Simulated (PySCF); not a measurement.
A structure optimised at PBE-D3(BJ)/def2-SVP, used in a PySCF frequency run:

```xyz
9

C      1.3789     1.6806     0.0000
C     -0.0902     1.4497     0.0000
F     -0.8121     2.5960     0.0000
C     -0.7815     0.2922     0.0000
Br     0.0248    -1.4129     0.0000
H      1.6731     2.2705     0.8932
H      1.9307     0.7239     0.0000
H      1.6731     2.2705    -0.8932
H     -1.8798     0.2886     0.0000
```
Charge 0, spin multiplicity 1.

Problem. Write its SMILES, formula and point group.

Solution. C/C(F)=C\Br, C3H4BrF, Cs

Problem. What are its rotational constants (standard atomic weights)?

Solution. 8.8842, 1.4088, 1.2255 GHz
